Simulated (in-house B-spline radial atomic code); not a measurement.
**Solving the quasi-particle equation for 5d of the gold ion Au⁺**

Configuration [Xe] 4f14 5d10, start PBE; correlation leaves out the 11 deepest shells. Computed with an all-electron radial atomic-structure program (B-spline basis): all electrons, scalar-relativistic (spin-free one-electron X2C), finite nucleus, each spin shell either full or empty, empty states to l = 9 with an (l + 1/2)⁻⁴ tail; G0W0 by contour deformation at full frequency.

At the mean-field level ε = -15.31 eV the matrix elements are Σx = -32.035 eV, v_xc = -25.834 eV and Σc(ε) = -0.031 eV, and the slope of the correlation self-energy is dΣc/dω = -0.1769. The quasi-particle energy solves E = ε + Σx − v_xc + Σc(E).

Problem. What does the linearised equation give?

Solution. Z = 1/(1 − dΣc/dω) = 1/1.1769 = 0.8497. The first-order shift is Σx − v_xc + Σc(ε) = -32.035 − (-25.834) + (-0.031) = -6.232 eV, so E ≈ ε + Z × shift = -15.31 + 0.8497 × (-6.232) = -20.605 eV.

Problem. How does that compare with the full solution and with static screening?

Solution. Solving the equation at full frequency dependence gives E = -21.117 eV, where Σc = 0.394 eV and the weight is 0.811; the linearised value is off by 511 meV. Σc changes between ε and E by more than either slope allows, so a pole of Σc lies between them and the linearisation fails. Leaving Z out would give -21.542 eV. Static COHSEX puts -3.333 eV in place of Σc and gives -24.844 eV, 3.73 eV deeper. The tabulated removal energy is 20.203 ± 0.025 eV (NIST, measured); the run leaves out spin-orbit coupling, Breit and QED terms.
